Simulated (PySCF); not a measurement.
Ionisation energy of Mn(22+) by level of theory

Mn(22+) [He] 2s1 (2S) → Mn(23+) 1s2 (1S), as a difference of total energies. Calculation: PySCF 2.14, in an uncontracted even-tempered set (19 s from 5.1 bohr⁻², ratio 2.2; 8 p from 7.9 bohr⁻², ratio 2.4; 6 d from 24 bohr⁻², ratio 2.4; 5 f from 36 bohr⁻², ratio 2.4; 4 g from 53 bohr⁻², ratio 2.4); scalar relativity by spin-free X2C-1e. Correlated levels: nothing frozen; virtual orbitals above 40 to 60 times the deepest correlated orbital energy dropped. The calculations carry no spin-orbit coupling.

```csv
method,ionisation energy (eV)
UHF,1880.4
LDA,1877.9
PBE,1882.5
PBE0,1882.1
r2SCAN,1879.2
B2PLYP,1881.9
M06,1878.2
MP2 (all electrons),1880.5
SCS-MP2 (all electrons),1880.5
```

For comparison: 1879.9 eV (theoretical estimate listed by NIST; NIST Atomic Spectra Database, ionization energies).
